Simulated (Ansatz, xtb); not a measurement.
Ranking isomers of C4H3ClO2

6 gas-phase structures of C4H3ClO2, from a drawn sample of its isomers (lower ones may exist). Each was relaxed with GFN2-xTB:

A. `O=C1COC=C1Cl`, a singlet
B. `Oc1ccc(Cl)o1`, a singlet
C. `O=C1CC(Cl)=CO1`, a singlet
D. `Oc1occc1Cl`, a singlet
E. `O=C1CC=C(Cl)O1`, a singlet
F. `Oc1ccoc1Cl`, a singlet

Question: Make a reasoned guess at their ranking by r2SCAN-D4/def2-SVP//GFN2-xTB single-point energy.

Answer: Calculated order at r2SCAN-D4/def2-SVP//GFN2-xTB: E (0.000), C (0.032), A (0.476), B (0.477), D (0.488), F (0.641) eV. Less than 1 kcal/mol parts E and C; A and B; B and D, so the order within those pairs means little.

Energies above the lowest of each column, in eV; the last columns are at r2SCAN-D4/def2-SVP geometries (a dash: not run or not comparable):

```csv
structure,GFN2-xTB,HF/STO-3G,r2SCAN-D4/def2-SVP//GFN2-xTB,r2SCAN-D4/def2-SVP,CCSD(T)/def2-SVP + ΔMP2/def2-TZVPP
E,0.023,0.011,0.000,0.000,0.000
C,0.000,0.000,0.032,0.041,0.032
A,0.498,0.414,0.476,0.496,0.519
B,0.065,0.332,0.477,0.486,0.506
D,0.148,0.337,0.488,0.484,0.501
F,0.233,0.507,0.641,0.655,–
```

CCSD(T)/def2-SVP + ΔMP2/def2-TZVPP has C and E within 1 kcal/mol of each other at the bottom, and every level picks one of them. CCSD(T)/def2-SVP + ΔMP2/def2-TZVPP orders those it was run on as E (0.000), C (0.032), D (0.501), B (0.506), A (0.519) eV. Less than 1 kcal/mol parts E and C; D and B; B and A, so the order within those pairs means little. Flexible structures stand in one conformer each, not always the lowest. Frequencies (GFN2-xTB) were run for A, B, C, D, E alone. ΔMP2 is the change of the MP2 energy from the smaller to the larger basis.

Over these structures GFN2-xTB departs from r2SCAN-D4/def2-SVP//GFN2-xTB by 0.195 eV on average once a common shift is removed. A GFN2-xTB relaxation took about 0.11 s and the r2SCAN-D4/def2-SVP//GFN2-xTB energy about 1.9 s on a shared host (Ansatz 0.2.0, xtb 6.7.1).
